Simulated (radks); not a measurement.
Isoelectronic series with 1 electrons, each ion in its NIST ground configuration. All-electron calculation, non-relativistic Kohn-Sham, PBEsol, spin-polarised, spherical densities, point nucleus; open shells are filled with parallel spins first. Program: a radial shooting solver on a logarithmic mesh with Libxc functionals. Total energies (hartree) and mean radii <r> (bohr):

| ion | configuration | E (hartree) | 1s up |
|---|---|---|---|
| H | 1s1 | -0.48872 | 1.557 |
| He+ | 1s1 | -1.96957 | 0.7645 |
| Li2+ | 1s1 | -4.44997 | 0.5065 |
| Be3+ | 1s1 | -7.93025 | 0.3787 |
| B4+ | 1s1 | -12.41048 | 0.3024 |
| C5+ | 1s1 | -17.89069 | 0.2516 |
| N6+ | 1s1 | -24.37089 | 0.2155 |
| O7+ | 1s1 | -31.85109 | 0.1884 |
| F8+ | 1s1 | -40.33128 | 0.1674 |
| Ne9+ | 1s1 | -49.81147 | 0.1506 |
| Mg11+ | 1s1 | -71.77185 | 0.1254 |
| Al12+ | 1s1 | -84.25204 | 0.1157 |
| Si13+ | 1s1 | -97.73223 | 0.1074 |
| P14+ | 1s1 | -112.21242 | 0.1003 |
| S15+ | 1s1 | -127.69261 | 0.09398 |
| Cl16+ | 1s1 | -144.17280 | 0.08844 |
| Ar17+ | 1s1 | -161.65298 | 0.08352 |
| K18+ | 1s1 | -180.13317 | 0.07911 |
| Ca19+ | 1s1 | -199.61336 | 0.07515 |
| Sc20+ | 1s1 | -220.09355 | 0.07156 |
| Ti21+ | 1s1 | -241.57374 | 0.06830 |
| V22+ | 1s1 | -264.05393 | 0.06533 |
| Cr23+ | 1s1 | -287.53412 | 0.06260 |
